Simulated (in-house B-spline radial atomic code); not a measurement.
Hg. Computed with a B-spline radial atomic code. Model: non-relativistic spherical atom: semilocal Troullier-Martins pseudo-atom, one channel per l, against all electrons, high spin, G0W0 and RPA with empty states to l = 8, local potential for every l without a channel, a model core (radius 0 = none) keeps its share of the functional.

The core holds an angular momentum without a channel of its own, so the local potential lets valence electrons into it.

Without relativity these are model numbers for so heavy an element.

What the tables leave out is listed at the end.

The pseudopotential gives back the lowest level of each angular momentum of its own functional in the configuration it was made in; a second state of the same l is only approximately right. Exact exchange, RPA and GW see the smooth pseudo-orbitals and miss the exchange with the core, for which the functional's share stands in. The column with an uncorrelated core keeps all orbitals and exact exchange, and so separates missing core correlation from pseudisation. Only the three outermost levels and the lowest empty one were computed. RPA here is direct RPA, with no exchange kernel, and its energies carry an (l + 1/2)⁻⁴ tail. A hybrid on a potential with a model core restores only its own semilocal share of the core's exchange.

Command:
```bash
python run_psgw.py task.json out
```
Settings (lengths in bohr, energies in hartree):
```
Z                      80
electrons              80
configuration          [Xe] 4f14 5d10 6s2
generated_in           [Xe] 4f14 5d10 6s2
functional             lda,vwn
core_shells            13
radius_factor          1
core_correction        True
ion_configuration      [Xe] 4f14 5d10 6s1
```

Cost of the run: 89 s on 1 thread of Arm Neoverse N1, with other jobs on the host.

Given: made with LDA VWN5; model core radius 2.504 bohr; local radius 2.635 bohr; mean-field start LDA VWN5.

Valence shells of the generating configuration: 6s.

Channel: s 2.504, p 3.378 (radii in bohr).

Computed: largest level miss in the spin-unpolarised generating configuration 0 eV; valence RPA correlation energy pseudo -0.072586 hartree; pseudo-atom RPA polarisability 43.333 bohr³; ionisation by mean-field all-electron 8.8241 eV; ionisation by mean-field pseudo minus all 0.11 eV; ionisation by RPA all-electron 8.8033 eV; ionisation by RPA pseudo minus all 0.605 eV.

```
level  occupied  mean-field all-electron (eV)  mean-field pseudo minus all (eV)  G0W0 all-electron (eV)  G0W0 uncorrelated core minus all (eV)  G0W0 pseudo minus all (eV)  exchange self-energy all-electron (eV)  exchange self-energy pseudo (eV)
   6s         1                       -5.5821                                 0                 -8.5911                                  0.794                      -0.064                                 -11.408                           -7.9872
```

Question: What is the all-electron RPA polarisability, core included?

Answer: 44.104 bohr³.

Question: What is the valence RPA correlation energy all-electron orbitals?

Answer: -0.061106 hartree.

Given: mean-field start PBE0.

Computed: valence RPA correlation energy pseudo -0.061246 hartree; all-electron RPA polarisability, core included 41.943 bohr³; pseudo-atom RPA polarisability 43.305 bohr³; ionisation by mean-field all-electron 8.2005 eV; ionisation by mean-field pseudo minus all -0.084 eV; ionisation by RPA pseudo minus all -0.163 eV.

| level | occupied | mean-field all-electron (eV) | mean-field pseudo minus all (eV) | G0W0 all-electron (eV) | G0W0 uncorrelated core minus all (eV) | G0W0 pseudo minus all (eV) | exchange self-energy all-electron (eV) | exchange self-energy pseudo (eV) |
| --- | --- | --- | --- | --- | --- | --- | --- | --- |
| 6s | 1 | -5.9374 | 0.147 | -8.5293 | 0.778 | 0.516 | -11.02 | -7.7213 |

Question: What is the valence RPA correlation energy all-electron orbitals?

Answer: -0.052339 hartree.

Question: What is the ionisation by RPA all-electron?

Answer: 8.6266 eV.

Among the listed levels the largest G0W0 shift of the pseudo-atom is +0.52 eV, for 6s on the PBE0 start, while leaving the core uncorrelated moves that level by +0.78 eV. The rest, -0.26 eV, comes from pseudisation and the lost core exchange. Not in the tables (levels of low weight, unsolved or above zero; the highest and the empty levels are kept at any weight): on LDA the G0W0 levels 6p (pseudo minus all -0.38 eV, weights 0.87 and 0.90); on PBE0 the G0W0 levels 6p (pseudo minus all -0.08 eV, weights 0.91 and 0.93); no Hartree-Fock pseudo-atom is run with a model core.
